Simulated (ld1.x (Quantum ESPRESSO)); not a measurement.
V (Z = 23), PAW: configuration errors across variants

| Property | Result |
| --- | --- |
| Element | vanadium (V) |
| Generator | ld1.x (Quantum ESPRESSO) 7.5 |
| Type | PAW |
| Functional | LDA (PZ) |
| Relativity | scalar-relativistic |
| Frozen core | [Ne] |
| Valence charge | 13 |
| Reference configuration | 3s2 3p6 3d3 4s1.5 4p0.5 |
| Partial waves | 3s (bound): rcut 1.25, rcutus 1.35 bohr; 4s (bound): rcut 1.25, rcutus 1.35 bohr; 3p (bound): rcut 1.40, rcutus 1.50 bohr; 4p (bound): rcut 1.40, rcutus 1.50 bohr; 3d (bound): rcut 1.60, rcutus 1.85 bohr; 3d channel at -0.1 Ry: rcut 1.60, rcutus 1.85 bohr |
| Local potential | all-electron potential smoothed inside 1.00 bohr (lloc = -1) |
| Core correction | a·sin(br)/r model core inside 0.60 bohr |
| Augmentation charge | BESSEL, radius 1.15 bohr |

All-electron excitation energies from the reference (eV): (1) 3s2 3p6 3d3 4s2 4p0 -1.681; (2) 3s2 3p6 3d3 4s1 4p0 6.260; (3) 3s2 3p6 3d3 4s0 4p0 20.805; (4) 3s2 3p6 3d3 4s0 4p2 5.318; (5) 3s2 3p6 3d3 4s1 4p1 1.727; (6) 3s2 3p6 3d2 4s0 4p0 49.964; (7) 3s2 3p6 3d2 4s2 4p1 4.228; (8) 3s2 3p6 3d3 4s1.5 4p0.5 spin -2.020; (9) 3s2 3p6 3d3 4s2 4p0 spin -3.310.

Spin tests fill each open shell by Hund’s rule, majority spin first.

The overlap operator is not positive definite (basis up to 400 Ry) in “base”, “core correction a·sin(br)/r model core inside 1.36 bohr”, “local potential all-electron potential smoothed inside 1.60 bohr (lloc = -1)”, “all radii but the core radius scaled by about 1.09 (s 1.48, p 1.64, d 2.02 bohr, rcut 1.38/1.54/1.76); local potential all-electron potential smoothed inside 1.10 bohr (lloc = -1); augmentation BESSEL, radius 1.26 bohr”, “waves 3s (bound): rcut 1.25, rcutus 2.00 bohr; 4s (bound): rcut 1.25, rcutus 2.00 bohr”, “wave 3d channel at -0.1 Ry: rcut 1.60, rcutus 1.85 bohr becomes 3d channel at 3.85 Ry: rcut 1.60, rcutus 1.85 bohr”, “waves 3d (bound): rcut 1.60, rcutus 1.94 bohr; 3d channel at -0.1 Ry: rcut 1.60, rcutus 1.94 bohr”. Such files are unfit for use, however small their errors in these radial tests.

2 further variants failed, have other tests or another functional or relativity, and are left out.

Errors AE − PS in meV (a dash: test not solved or not reliable):

```csv
change,(1),(2),(3),(4),(5),(6),(7),(8),(9),bound ghosts
base,0.0,-0.5,-1.6,-0.2,-0.1,-1.7,+2.8,+1.4,+1.3,not determined (overlap not positive)
core correction a·sin(br)/r model core inside 1.36 bohr,0.0,-0.5,-1.6,-0.2,-0.1,-1.9,+2.6,+4.1,+4.0,not determined (overlap not positive)
local potential all-electron potential smoothed inside 1.60 bohr (lloc = -1),+0.1,-0.5,-1.5,-0.6,-0.1,-4.5,-4.1,-8.4,-8.4,not determined (overlap not positive)
"all radii but the core radius scaled by about 1.09 (s 1.48, p 1.64, d 2.02 bohr, rcut 1.38/1.54/1.76); local potential all-electron potential smoothed inside 1.10 bohr (lloc = -1); augmentation BESSEL, radius 1.26 bohr",+0.1,-0.5,-1.4,+0.3,-0.1,-0.7,+3.3,-0.9,-0.7,not determined (overlap not positive)
"waves 3s (bound): rcut 1.25, rcutus 2.00 bohr; 4s (bound): rcut 1.25, rcutus 2.00 bohr",+0.1,0.0,-1.7,-0.5,-0.1,–,–,–,–,not determined (overlap not positive)
"wave 3d channel at -0.1 Ry: rcut 1.60, rcutus 1.85 bohr becomes 3d channel at 3.85 Ry: rcut 1.60, rcutus 1.85 bohr",0.0,-0.5,-1.4,-0.2,-0.1,+3.5,+4.9,+1.3,+1.2,not determined (overlap not positive)
"waves 3d (bound): rcut 1.60, rcutus 1.94 bohr; 3d channel at -0.1 Ry: rcut 1.60, rcutus 1.94 bohr",+0.1,-0.5,-1.6,-0.2,-0.1,-2.4,+2.9,+3.8,+3.7,not determined (overlap not positive)
```

Question: Give the same row for: waves 3p (bound): rcut 1.40, rcutus 2.18 bohr; 4p (bound): rcut 1.40, rcutus 2.18 bohr.

Answer: 0.0, -0.6, -1.8, +0.1, 0.0, -6.3, -1.7, -1.9, -1.9; bound ghosts: none.
